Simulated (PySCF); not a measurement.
Relaxation of triplet RuO₂

Method: UPBE0 in PySCF with Ru def2-TZVP with ECP28, O def2-TZVP; scalar-relativistic core potentials, no spin–orbit coupling; density-fitted integrals. A (50,194) grid was used.

A hand-made linear start, of D∞h symmetry, held to at least that symmetry:

Coordinates in bohr (charge 0 multiplicity 3):
```
Ru    0.0000    0.0000    0.0000
O     0.0000    0.0000    3.2314
O     0.0000    0.0000   -3.2314
```

Optimiser trace:
```tsv
step	E − E(last) (kJ/mol)	largest gradient (Eh/bohr)
0	2.26	0.02162
1	0.62	0.01205
2	0.00	0.00074
3	0.00	0.00002
```

It ends at D∞h with Ru–O 1.689 Å (×2); O–Ru–O 180.0°. A frequency run shows 2 imaginary modes (one degenerate set), down to 232i cm⁻¹, so it is a higher-order saddle point.

Final geometry:
```xyz
3
charge 0 multiplicity 3, angstrom
Ru    0.0000    0.0000    0.0000
O     0.0000    0.0000    1.6893
O     0.0000    0.0000   -1.6893
```

Open d and f shells are described by one determinant, and the ground state may have another occupation or spin. At this level a broken-symmetry Ms = 0 minimum of C2v symmetry lies 59 kJ/mol below this structure.

The relaxation took roughly 27 core-seconds on a shared host.
